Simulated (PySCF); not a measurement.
C3H4ClNSi, SMILES Cl[Si@@H]1C=CN=C1. Atoms are numbered in the order given.

```xyz
10

Cl    -1.7317    -0.8411     0.9654
Si    -0.3983    -0.2835    -0.5209
C      1.3626    -0.8031    -0.2371
C      2.0709     0.3449    -0.1517
N      1.4218     1.6230    -0.2524
C      0.1477     1.5413    -0.4189
H     -0.9841    -0.6781    -1.8320
H      1.8341    -1.7850    -0.1635
H      3.1555     0.3988    -0.0014
H     -0.4297     2.4731    -0.5095
```
Charge 0, spin multiplicity 1.

Geometry: r2SCAN-D4/def2-SVP. The structure was generated by enumeration; whether it is a known compound was not checked.

All values below come from PBE/def2-TZVP in PySCF.

Estimate the frontier levels, gap, dipole moment and polarisability. (An estimate is asked for; the answer gives what the named calculation found.)


The highest occupied level is -6.05 eV, the lowest empty level is -3.45 eV and the orbital gap comes out as 2.60 eV. The dipole moment comes out as 1.14 D, the quadrupole, principal values (traceless, Buckingham form, about the centre of nuclear charge) is -7.77, -0.65, 8.42 D·Å and the mean static polarisability is 75.8 bohr³ (11.24 Å³). The polarisability, principal values comes out as 57.6, 74.9, 95.1 bohr³.
